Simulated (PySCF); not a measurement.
Computed shifts of a molecule C₃H₈OSi, PBE/pcSseg-1 (PySCF), GIAO, gas phase, atoms alike by connectivity averaged where their shifts nearly agree, in ppm (number of nuclei): ¹³C: 77.0 (1), 27.2 (1), 24.6 (1). ²⁹Si: -62.6 (1). ¹H: 4.91 (1), 4.76 (1), 4.54 (1), 1.99 (1), 1.83 (2), 1.60 (1), 1.05 (1). References: ¹⁷O against H2O (σ = 334.3 ppm); ¹³C against TMS (σ = 182.0 ppm); ²⁹Si against TMS (σ = 335.4 ppm); ¹H against TMS (σ = 31.49 ppm), references at their B3LYP-D3(BJ)/def2-TZVP geometries, non-relativistic. Geometry optimised at TPSSh-D3(BJ)/def2-SVP. One conformer was computed; it need not be the lowest.

Pick the molecule that these values belong to.
(A) C[SiH](C)C=O
(B) OC1C[SiH2]C1
(C) C=C(C)O[SiH3]
(D) C[C@@H]1C[SiH2]O1

B, OC1C[SiH2]C1
